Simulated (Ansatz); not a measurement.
Ansatz (an electronic-structure program) input:

Ansatz 0.2 input:
```yaml
crystal:
  periodic: [false, false, false]
  atoms:
    - {symbol: Si, position_ang: [-0.02740809, -0.66666565, 0.01708470]}
    - {symbol: F, position_ang: [-0.01880875, -1.56987466, 1.31196114]}
    - {symbol: F, position_ang: [-0.11279251, -1.63115199, -1.22992817]}
    - {symbol: Br, position_ang: [-1.79487643, 0.62128075, 0.05138651]}
    - {symbol: Br, position_ang: [1.83967999, 0.46850665, -0.07931458]}
basis:
  gaussian:
    orbitals: def2-TZVPD
hamiltonian:
  xc: {name: r2SCAN}
output: {forces: true}
```

Question: Which total energy does the run end on?

Answer: -5637.70012 Eh (r2SCAN/def2-TZVPD). The basis has 237 functions.
